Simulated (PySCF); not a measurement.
Species: C7H9F.
Atom-mapped SMILES: `[CH2:1]=[C:2]1[CH:3]=[C:4]([F:5])[CH2:6][CH2:7][CH2:8]1` (hydrogens: H9, H10 on C1; H11 on C3; H12, H13 on C6; H14, H15 on C7; H16, H17 on C8)

The calculation used PySCF 2.14.0, density-fitted response routines, TDDFT B3LYP/def2-SVPD, vertical, gas phase, core orbitals frozen in the response. The structure is a single GFN2-xTB conformer in the gas phase; no vibrational or solvent corrections.

Problem. Predict the UV-vis stick spectrum at this level.

Solution. 

| state | E (eV) | λ (nm) | ν̃ (cm⁻¹) | f | \|μ\| (D) | main configurations (H = HOMO, L = LUMO) |
| --- | --- | --- | --- | --- | --- | --- |
| S1 | 5.55 | 223.5 | 44730 | 0.493 | 4.84 | H→L (91%) |
| S2 | 5.81 | 213.4 | 46860 | 0.051 | 1.53 | H→L+1 (91%) |
| S3 | 6.35 | 195.3 | 51220 | 0.0067 | 0.53 | H→L+2 (88%) |
| S4 | 6.54 | 189.6 | 52740 | 0.0047 | 0.43 | H→L+3 (72%), H→L+4 (10%), H-1→L (10%) |
| S5 | 6.60 | 187.9 | 53220 | 0.0043 | 0.41 | H→L+4 (87%), H→L+3 (8%) |
| S6 | 6.85 | 181.1 | 55230 | 0.0011 | 0.20 | H→L+5 (56%), H-1→L (27%), H→L+3 (11%) |
| S7 | 6.97 | 177.9 | 56200 | 0.0006 | 0.15 | H→L+6 (38%), H→L+5 (20%), H-1→L (20%) |
| S8 | 7.15 | 173.4 | 57670 | 0.012 | 0.66 | H-2→L (60%), H→L+6 (29%) |

Triplets, Tamm–Dancoff:

```json
{"state": "T1", "E (eV)": "3.25", "λ (nm)": "381.7", "main configurations (H = HOMO, L = LUMO)": "H→L (96%)"}
{"state": "T2", "E (eV)": "5.05", "λ (nm)": "245.7", "main configurations (H = HOMO, L = LUMO)": "H-1→L (43%), H→L+1 (17%), H→L+3 (13%)"}
{"state": "T3", "E (eV)": "5.80", "λ (nm)": "213.9", "main configurations (H = HOMO, L = LUMO)": "H→L+1 (78%), H-1→L (11%)"}
```

The lowest singlet comes at 224 nm (535 kJ/mol) in the ultraviolet; it is strong; its leading configuration is HOMO→LUMO (91%). The lowest level is also the most intense of those listed (f = 0.493). Löwdin shares by element: HOMO carbon 78% or more (atoms not listed hold the other 22%); LUMO carbon 75% or more (atoms not listed hold the other 25%). Orbital energies (eV): HOMO-3 -9.58, HOMO-2 -9.13, HOMO-1 -8.39, HOMO -6.24, LUMO -0.78, LUMO+1 0.36, LUMO+2 0.98. Weighted by f, the mean energy of these states is 5.63 eV. The listed states span 1.60 eV, and the widest gap between neighbours is 0.54 eV (S2 to S3). Only the lowest 8 singlets were computed, as vertical energies without vibronic structure.
